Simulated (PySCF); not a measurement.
## Potassium: a sound run and one with changed settings

Sound run: K+ [Ar], K(2+) [Ne] 3s2 3p5. Calculation: PySCF 2.14, in 6-31G* (5s4p3d, 32 functions); the non-relativistic Hamiltonian (point nucleus). The sound run starts from symmetry-adapted Hartree-Fock orbitals and uses a fine grid where one is needed.

Changed run: 6 angular points. This setting is unsound on purpose.

| species | method | sound run (hartree) | changed run (hartree) | converged |
| --- | --- | --- | --- | --- |
| K+ | UHF | -598.97167 | -598.97167 | yes |
| K+ | LDA | -597.97475 | -597.97475 | yes |
| K+ | MN15 | -599.62310 | -599.62310 | yes |
| K(2+) | UHF | -597.81409 | -597.81409 | yes |
| K(2+) | LDA | -596.76361 | -596.81575 | yes |
| K(2+) | MN15 | -598.40441 | -598.39195 | yes |

Ionisation energy of K+:

```json
{"method": "UHF", "sound run (eV)": "31.499", "changed run (eV)": "31.499"}
{"method": "LDA", "sound run (eV)": "32.957", "changed run (eV)": "31.538"}
{"method": "MN15", "sound run (eV)": "33.162", "changed run (eV)": "33.501"}
```

A coarse angular grid integrates products of high-l functions wrongly, so density functionals can shift, and the SCF can exploit the error; Hartree-Fock and MP2 need no grid.

For comparison, NIST gives 31.625 eV between the lowest levels.
